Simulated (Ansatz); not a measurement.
Coupled-cluster run, `OCBO[SiH3]`.

```yaml
crystal:
  periodic: [false, false, false]
  atoms:
    - {symbol: O, position_ang: [-1.191737, 2.291446, 1.095986]}
    - {symbol: C, position_ang: [-0.948983, 0.897129, 1.115451]}
    - {symbol: B, position_ang: [-0.020297, 0.460852, -0.070815]}
    - {symbol: O, position_ang: [0.288787, -0.852936, -0.181509]}
    - {symbol: Si, position_ang: [1.214082, -1.687475, -1.268928]}
    - {symbol: H, position_ang: [-1.760752, 2.515212, 1.834998]}
    - {symbol: H, position_ang: [-0.471302, 0.576315, 2.056737]}
    - {symbol: H, position_ang: [-1.884186, 0.315981, 1.049102]}
    - {symbol: H, position_ang: [0.413770, 1.252468, -0.865671]}
    - {symbol: H, position_ang: [1.798876, -0.757524, -2.268264]}
    - {symbol: H, position_ang: [2.290166, -2.380907, -0.521267]}
    - {symbol: H, position_ang: [0.348678, -2.685661, -1.941822]}
basis:
  gaussian: {orbitals: def2-TZVPP}
correlation: {method: ccsd_t}
```

```sh
$ ansatz run in.yaml --threads 4 --pin off --events-out ev --progress --plain --max-ram 10444MiB
```

Output of Ansatz, abridged:

```
Functional definition: HF
1568 factors; integrals over basis functions are off by at most 1.0e-3 eV
mean field evaluation 1: about -13749.8155 eV, gradient 4.5e1 eV
mean field evaluation 2: about -13750.0796 eV, gradient 4.5e1 eV
mean field evaluation 4: about -13754.4015 eV, gradient 4.4e0 eV
mean field evaluation 8: about -13754.4710 eV, gradient 2.7e-1 eV
mean field -13754.47127534 eV, -505.4674962531 hartree, gradient 2.8e-6 eV, S^2 0.000000; 0 other end points of the search recorded, 0 dependent functions left out
9 core orbitals not correlated: weight in the atoms' cores, before any rotation towards them, 1.000 or more for the frozen orbitals, at most 0.000 for the correlated occupied ones
reference -13754.47127534 eV, -505.4674962531 hartree; 15, 15 occupied and 240, 240 virtual orbitals, 1568 factors
second order -23.62786877 eV of doubles, -0.00000000 eV of singles
cycle   1  -24.12884493 eV  change   -5.0e-1 eV  update   1.0e-1
cycle   2  -24.73028733 eV  change   -6.0e-1 eV  update   3.0e-2
cycle   3  -24.86108199 eV  change   -1.3e-1 eV  update   1.5e-2
cycle   4  -24.84626674 eV  change    1.5e-2 eV  update   3.6e-3
cycle   5  -24.84609285 eV  change    1.7e-4 eV  update   1.7e-3
cycle   6  -24.84674018 eV  change   -6.5e-4 eV  update   5.0e-4
cycle   7  -24.84640290 eV  change    3.4e-4 eV  update   1.8e-4
cycle   8  -24.84639361 eV  change    9.3e-6 eV  update   5.5e-5
cycle   9  -24.84641855 eV  change   -2.5e-5 eV  update   1.9e-5
perturbative correction -0.87424129 eV, -0.0321277747 hartree
Total energy: -13780.19193517 eV, -506.4127130679 hartree
```

Hardware: 4 threads of an Arm Neoverse V1 on a shared host. Wall time 3.1 min, peak host memory 6.6 GiB.

Correlation energy per correlated electron: -0.857 eV. T1 diagnostic: 0.0118.
